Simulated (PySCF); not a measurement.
Molecule: `P[SiH]1NCCN1`, C$_{2}$H$_{9}$N$_{2}$PSi.

Bonds (- single, = double, # triple, : aromatic): P1-Si2, Si2-N3, N3-C4, C4-C5, C5-N6, N6-Si2. P1 carries H7, H8; Si2 carries H9; N3 carries H10; C4 carries H11, H12; C5 carries H13, H14; N6 carries H15. H11, H13 are cis to P1 on the ring; H12, H14 are trans to P1 on the ring.

Frames of a GFN2-xTB Langevin trajectory at 300 K; GIAO PBE0/pcSseg-1 shieldings in PySCF, gas phase, non-relativistic; equivalent atoms averaged within each frame.

Shifts are taken against calculated references (same method and geometry level): 31P (σ = 318.38 ppm) vs H3PO4; TMS for 29Si (σ = 349.16 ppm) and 13C (σ = 186.93 ppm) and 1H (σ = 31.72 ppm); 15N (σ = 267.73 ppm) against NH3. The references are static minima.

Problem. How do the shifts (ppm) fluctuate along the trajectory?

Solution. 
| time (fs) | P1 | Si2 | N3/N6 | C4/C5 | H9 | H12/H14 | H11/H13 | H7/H8 | H10/H15 |
| --- | --- | --- | --- | --- | --- | --- | --- | --- | --- |
| 250 | -278.2 | -10.3 | 45.2 | 53.0 | 6.09 | 3.59 | 3.00 | 1.63 | 1.17 |
| 425 | -267.7 | 0.9 | 39.5 | 49.5 | 6.41 | 3.64 | 3.88 | 1.60 | 0.47 |
| 625 | -283.2 | -8.7 | 24.5 | 45.7 | 5.53 | 3.00 | 3.59 | 1.16 | 0.36 |
| 800 | -264.3 | -18.8 | 26.0 | 45.1 | 6.34 | 3.20 | 3.93 | 1.15 | -0.29 |
| 1000 | -236.5 | 0.0 | 46.9 | 44.9 | 6.69 | 3.40 | 2.94 | 2.77 | 1.66 |
| mean of frames | -266.0 | -7.4 | 36.4 | 47.7 | 6.21 | 3.37 | 3.47 | 1.66 | 0.68 |
| standard deviation | 18.2 | 8.1 | 10.6 | 3.5 | 0.44 | 0.27 | 0.47 | 0.66 | 0.76 |

5 frames give an uncertainty of the mean of about the standard deviation over 2.2 at best, since frames this close in time may not be independent; classical motion lacks zero-point vibration, and the reference would need the same averaging.
